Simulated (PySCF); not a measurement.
SiCl₂Br₂, SMILES Cl[Si](Cl)(Br)Br.

Geometry optimised at PBE0-D3(BJ)/def2-SVP.

Computed with PBE/def2-TZVP in PySCF.

Symmetry labels are those of the subgroup C2v that the program uses (full group C2v).

Computed valence orbital energies around the gap with their symmetry:
```
orbital  symmetry  energy (eV)
-------  --------  -----------
HOMO−7         A1        -8.93
HOMO−6         A2        -8.84
HOMO−5         B1        -8.56
HOMO−4         B2        -8.54
HOMO−3         A1        -8.29
HOMO−2         B2        -7.80
HOMO−1         A2        -7.65
HOMO           B1        -7.53
LUMO           A1        -2.25
LUMO+1         B1        -0.74
LUMO+2         B2        -0.70
LUMO+3         A1        -0.67
```
